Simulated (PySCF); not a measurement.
**BiCl5, singlet: molecular constants**

Method: PySCF, PBE0, basis Bi def2-SVP with ECP60, Cl def2-SVP (scalar-relativistic core potentials, no spin–orbit coupling, density fitting).

The structure is a minimum.

- Point group: D3h
- Bond lengths: Bi–Cl 2.441 Å (×3), Bi–Cl 2.465 Å (×2)
- Bond angles: Cl–Bi–Cl 90.0° (×6), Cl–Bi–Cl 120.0° (×3), Cl–Bi–Cl 180.0°
- Zero-point energy: 14.5 kJ/mol
- Rotational constants: 0.02696, 0.02286, 0.02286 cm⁻¹
- Rotational symmetry number: 6
- Entropy at 298.15 K and 1 bar: 426.6 J/(mol K)
- Dipole moment: 0.00 D
- Enthalpy at 298.15 K above 0 K: 28.18 kJ/mol
- Heat capacity Cp at 298.15 K: 123.7 J/(mol K)
- Principal quadrupole moments (Buckingham, traceless) about the centre of mass: -3.96, 1.98, 1.98 D Å
- Lowest empty level: -6.13 eV
- Highest occupied level: -9.24 eV
- Principal polarisabilities: 92.4, 92.4, 108.2 bohr³
- Atomisation energy without zero-point energy: 1076 kJ/mol

Harmonic modes (masses in u: Bi 208.980, Cl 34.969):
```json
{"symmetry": "e'", "ω (cm⁻¹)": "46", "IR (km/mol, summed over degenerate members)": "0.1", "type": "bend"}
{"symmetry": "e'", "ω (cm⁻¹)": "127", "IR (km/mol, summed over degenerate members)": "20.8", "type": "bend"}
{"symmetry": "a2''", "ω (cm⁻¹)": "138", "IR (km/mol, summed over degenerate members)": "14.1", "type": "bend"}
{"symmetry": "e''", "ω (cm⁻¹)": "139", "IR (km/mol, summed over degenerate members)": "0.0", "type": "bend"}
{"symmetry": "a1'", "ω (cm⁻¹)": "305", "IR (km/mol, summed over degenerate members)": "0.0", "type": "stretch"}
{"symmetry": "a1'", "ω (cm⁻¹)": "321", "IR (km/mol, summed over degenerate members)": "0.0", "type": "stretch"}
{"symmetry": "a2''", "ω (cm⁻¹)": "337", "IR (km/mol, summed over degenerate members)": "49.2", "type": "stretch"}
{"symmetry": "e'", "ω (cm⁻¹)": "347", "IR (km/mol, summed over degenerate members)": "84.1", "type": "stretch"}
```

In D3h the vibrations span 3e' + 2a2'' + e'' + 2a1'. The a1', e'' modes carry no infrared intensity, as symmetry demands.

Charges (e):
| atom | Mulliken | Löwdin | polar tensor | Mayer order to Bi1 |
| --- | --- | --- | --- | --- |
| Bi1 | 1.06 | 0.38 | 2.19 | – |
| Cl2,3 | -0.23 | -0.10 | -0.43 | 0.81 |
| Cl4,5,6 | -0.20 | -0.06 | -0.44 | 0.89 |

Mulliken populations on Bi1 (electrons outside its core potential): s 3.55, p 7.93, d 10.46.

Outer orbital energies (eV). occupied: -10.16, -9.94, -9.88, -9.74, -9.53, -9.53, -9.24, -9.24; empty: -6.13, -1.56, -1.56, -0.26.

Counting electrons, bismuth keeps none of its valence electrons outside its bonds, so the VSEPR class is AX5 and the expected shape is trigonal bipyramidal (D3h), as computed.

With an element this heavy the missing spin–orbit coupling can shift these numbers.

The final relaxation and frequency run took 80 s on 4 threads of a shared Intel Xeon Platinum 8259CL @ 2.50GHz (Skylake/Cascade Lake) host, with 116 basis functions and 11 gradients; the process peaked at 1.7 GiB. Launch command: `OMP_NUM_THREADS=4 python axn.py task.json out`.
